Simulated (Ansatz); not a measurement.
The same isomerisation along the group F, Cl, I.

Calculated with Ansatz (gas phase, PBE0-D4/def2-TZVP geometries, no zero-point term in ΔE). CBS: MP2 limit from def2 TZ/QZ plus the TZ coupled-cluster correction, frozen cores. Elements past krypton have def2 core potentials. For I outer-core shells are correlated without core-valence functions, which leaves a few kJ/mol of doubt a bond. Each species was taken in one conformer, which may not be the lowest.

Order these by ΔE at CCSD(T)/CBS, lowest first. (Best estimate.)
A. `C=C=C(C)F` → `C=CC(=C)F`
B. `C=C=C(C)I` → `C=CC(=C)I`
C. `C=C=C(C)Cl` → `C=CC(=C)Cl`

A (-69.5 kJ/mol), C (-59.2 kJ/mol), B (-50.4 kJ/mol).

Largest T1 diagnostic: 0.012, for `C=C=C(C)F`.
